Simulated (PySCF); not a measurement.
Species: C7H12.
Cartesian coordinates in Å at the PBE0-D3(BJ)/def2-SVP level; atoms count from 1:
```xyz
19
C7H12 angstrom
C      2.5676   -0.1693    0.1040
C      1.1265    0.0116    0.4980
C      0.0619   -0.7661   -0.2246
C     -1.2480   -1.0258    0.4916
C     -1.6342    0.3294    1.1025
C     -1.0419    1.3836    0.1550
C      0.1879    0.7238   -0.4356
H      3.1721    0.7122    0.3715
H      2.6641   -0.3198   -0.9827
H      3.0138   -1.0456    0.6004
H      0.9715    0.1776    1.5712
H      0.3867   -1.4707   -0.9965
H     -1.1849   -1.8253    1.2480
H     -2.0017   -1.3420   -0.2496
H     -1.1873    0.4314    2.1041
H     -2.7204    0.4407    1.2380
H     -1.7504    1.6143   -0.6585
H     -0.8241    2.3335    0.6708
H      0.6032    1.1247   -1.3654
```

Linear response at PBE0/def2-SVPD (PySCF, frozen core in the response, non-relativistic).

Static isotropic polarisability: 78.66 au (11.66 Å³), principal values 70.4, 76.9, 88.7 au.

(1) What is the polarisability at 1064 nm and at the sodium D line?

(2) What is the isotropic C6 coefficient between two such molecules, C6 = (3/π)∫α(iω)² dω?

(3) Which effective excitation energy ω̄ makes London's formula C6 = (3/4)α²ω̄ exact here?

(4) The lowest 6 singlets have (eV, f): 7.21, 0.006; 7.31, 0.002; 7.47, 0.014; 7.54, 0.000; 7.79, 0.011; 7.84, 0.016. What share of the static polarisability do they carry in the sum over states α = Σ f/ω²?

(5) What molar refraction at the D line follows from R = (4π/3)·N_A·α′, with α′ the polarisability volume?

(6) How many electrons N does the Slater–Kirkwood formula C6 = (3/4)·√N·α^(3/2) need to give this C6?

(7) How anisotropic is the static polarisability, by Δα² = ½[(α1 − α2)² + (α2 − α3)² + (α3 − α1)²]?

(8) What three-body coefficient follows from the one-pole estimate C9 = (3/4)·α·C6?

## Answers

(1) 79.19 au at 1064 nm (+0.7 %), 80.42 au at 589.3 nm (+2.2 %). The rise at 589.3 nm is 3.33 times that at 1064 nm; a pure ω² law gives 3.26. The lowest singlet lies at 172 nm, shorter than both wavelengths.

(2) 2743 au (Eh·bohr⁶) by a ten-point quadrature over imaginary frequencies, which is 1640 eV·Å⁶ or 158 J·nm⁶/mol.

(3) ω̄ = 4·C6/(3α²) = 0.591 Eh = 16.1 eV. A one-pole form α(ω) = α/(1 − ω²/ω̄²) fitted to the 1064 nm value gives 14.3 eV.

(4) 0.62 au, 0.8 % of α; the largest term, 0.19 au, is that of the state at 7.84 eV. Their oscillator strengths add up to 0.05. Higher states carry the rest.

(5) α′ = 11.92 Å³ gives R = 30.06 cm³/mol, for isolated, non-vibrating species.

(6) N = (4·C6/3)²/α³ = 27.5; the species has 54 electrons in all.

(7) Δα = 16.1 au, or 0.20 of the isotropic value.

(8) 162000 au. This is an estimate from the two numbers above, not a computed integral.

On an Intel Xeon Platinum 8488C with one thread, no GPU, on a shared host, this took 38 s and 0.98 GiB of memory at its peak. This is the whole response run at PBE0/def2-SVPD, SCF included.

One conformer stands for the species.
